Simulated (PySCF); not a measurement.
A PySCF script (with the pyscf-properties extension) for the NMR shieldings of `ClB(Cl)B1CCOC1`, C₃H₆B₂Cl₂O, on a GFN2-xTB geometry:

```python
import basis_set_exchange as bse
import numpy as np
from pyscf import gto, dft
from pyscf.prop import nmr

atoms = """
Cl    3.082179    0.146965    1.707746
B     2.301559   -0.024646    0.171929
Cl    3.348615   -0.287742   -1.180922
B     0.662729    0.057533   -0.004072
C    -0.401993   -1.111694   -0.030834
C    -1.751839   -0.371042    0.026313
O    -1.552361    0.905466   -0.537706
C    -0.238662    1.348037   -0.211068
H    -0.324282   -1.870351    0.745606
H    -0.307298   -1.635004   -0.986822
H    -2.072892   -0.271406    1.075281
H    -2.547380   -0.857041   -0.540784
H    -0.266002    1.920814    0.733253
H     0.066950    2.049638   -0.990086
"""
names = dict.fromkeys(["Cl", "B", "C", "O", "H"], "pcSseg-1")
basis = {el: gto.basis.parse(bse.get_basis(n, elements=[el], fmt="nwchem")) for el, n in names.items()}
mol = gto.M(atom=atoms, basis=basis, charge=0, verbose=0)
mf = dft.RKS(mol, xc="PBE0")
mf.grids.level = 2
mf.grids.alignment = dft.numint.BLKSIZE   # the property module wants whole blocks of grid points
mf.conv_tol = 1e-9
mf.kernel()

calc = nmr.RKS(mf)   # GIAO
C = mf.mo_coeff
Co = C[:, mf.mo_occ > 0]
resp = mf.gen_response(singlet=True, hermi=2)
def vind(x):   # induced exchange potential for any number of trial vectors
    d = np.einsum("pi,xij,qj->xpq", C, 2 * x.reshape(-1, C.shape[1], Co.shape[1]), Co, optimize=True)
    return np.einsum("xpq,pi,qj->xij", resp(d - d.transpose(0, 2, 1)), C, Co, optimize=True).ravel()
mo1, _ = nmr.rhf.solve_mo1(calc, with_cphf=vind)
sigma = calc.kernel(mo1)
for i, s in enumerate(sigma):   # ppm
    w = np.linalg.eigvalsh((s + s.T) / 2)
    print("%2d %-2s iso %8.1f  s11 %8.1f  s22 %8.1f  s33 %8.1f" % (i, mol.atom_pure_symbol(i), w.mean(), *w))
```

Task: What does it print?

Result: 
```
 0 Cl iso    622.5  s11    290.0  s22    639.1  s33    938.4
 1 B  iso     27.3  s11    -49.1  s22     27.8  s33    103.2
 2 Cl iso    625.3  s11    298.0  s22    640.7  s33    937.2
 3 B  iso      4.8  s11    -54.9  s22    -41.9  s33    111.2
 4 C  iso    147.3  s11    131.4  s22    145.9  s33    164.7
 5 C  iso    112.1  s11     66.0  s22    103.9  s33    166.5
 6 O  iso    282.2  s11    192.4  s22    277.7  s33    376.6
 7 C  iso    105.3  s11     72.6  s22     99.5  s33    143.8
 8 H  iso     29.7  s11     25.9  s22     28.9  s33     34.2
 9 H  iso     29.9  s11     24.9  s22     29.0  s33     35.8
10 H  iso     27.9  s11     22.7  s22     27.5  s33     33.6
11 H  iso     27.0  s11     22.6  s22     26.2  s33     32.3
12 H  iso     27.7  s11     22.4  s22     27.3  s33     33.2
13 H  iso     26.9  s11     22.8  s22     26.3  s33     31.4
```

These numbers come from an equivalent density-fitted implementation of the same equations, which agrees with the script to about 0.01 ppm for H and up to a few tenths of a ppm for heavy atoms, so last digits may differ.

Size and cost of the density-fitted run: 180 basis functions, 46 s wall time on 1 thread of an Arm Neoverse N1, shared host; peak memory 0.81 GiB.
